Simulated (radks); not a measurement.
The numbers below are computed, except where a source is named.
Q: These are the eigenvalues of the occupied orbitals of an atom or ion with whole-number occupations (eV). Level of theory: scalar-relativistic Kohn-Sham, BP86, spin-polarised, spherical densities, finite nucleus; Fermi nuclear charge, rms radius of each element as measured or else 0.836 A^(1/3) + 0.57 fm (a radial shooting solver on a logarithmic mesh with Libxc functionals).

| orbital | eigenvalue |
|---|---|
| 1s down | -51890.59 |
| 1s up | -51890.59 |
| 2s up | -8628.488 |
| 2s down | -8628.439 |
| 2p up | -7671.541 |
| 2p down | -7671.506 |
| 3s up | -1940.208 |
| 3s down | -1937.881 |
| 3p up | -1644.997 |
| 3p down | -1642.681 |
| 3d up | -1259.756 |
| 3d down | -1257.981 |
| 4s up | -412.1905 |
| 4s down | -406.9185 |
| 4p up | -314.8542 |
| 4p down | -309.6377 |
| 4d up | -181.1630 |
| 4d down | -176.0282 |
| 5s up | -77.6368 |
| 5s down | -75.0742 |
| 5p up | -53.6271 |
| 5p down | -51.7430 |
| 4f up | -36.0661 |
| 4f down | -31.4993 |

Which element is it, and in what charge state? The configuration may be excited. Open shells, if any, are filled with parallel spins first.

A: Z = 65, terbium, charge +3: Tb3+ in [Xe] 4f8. The list shows which subshells hold electrons but not how many an open one holds; the 1s level, -1906.9 hartree, gives Z - s = 61.8 by -(Z - s)^2/2, which with screening and relativity narrows Z to a few neighbours, and the depths of the outer levels then fix element, charge and occupations together.
